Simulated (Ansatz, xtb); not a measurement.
**Ranking isomers of CH3BrSn**

3 gas-phase structures of CH3BrSn, found in a search over its isomers (lower ones may exist). Each was relaxed with GFN2-xTB:

A. a singlet given by its coordinates
B. `Br[CH2][SnH]`, a singlet
C. `[CH3][Sn][Br]`, a singlet

A (Å):

```
atom    x (Å)    y (Å)    z (Å)
   C  -0.2124  -0.6413  -0.5650
  Br   1.6750  -0.3299  -0.0189
  Sn  -0.2699   1.5824  -0.1187
   H  -0.1661  -1.0364  -1.5760
   H  -0.6809   1.2174   1.5984
   H  -0.6020  -1.3992   0.1062
```

Close contacts (Å): C1–Br2 1.99, C1–Sn3 2.27, Br2–Sn3 2.73, C1–H4 1.09, C1–H6 1.08, Sn3–H5 1.80.

**Question.** Make a reasoned guess at their ranking by r2SCAN-D4/def2-SVP single-point energy.

**Answer.** Calculated order at r2SCAN-D4/def2-SVP: C (0.0), A (206.0), B (231.4) kJ/mol.

Energies above the lowest of each column, in kJ/mol; the last columns are at PBE0-D3(BJ)/def2-SVP geometries and were run for some of them only (a dash: not run or not comparable):

| structure | GFN2-xTB | HF/STO-3G | r2SCAN-D4/def2-SVP | PBE0-D3(BJ)/def2-SVP |
| --- | --- | --- | --- | --- |
| C | 0.0 | 0.0 | 0.0 | 0.0 |
| A | 196.8 | 232.0 | 206.0 | 204.3 |
| B | 225.3 | 265.4 | 231.4 | – |

Every level run on C puts it lowest or level with the lowest. Flexible structures stand in one conformer each, not always the lowest. Frequencies (PBE0-D3(BJ)/def2-SVP) were run for A, C alone. Atoms past krypton carry core potentials in the def2 sets, without spin–orbit terms.

Programs: Ansatz 0.2.0, xtb 6.7.1.
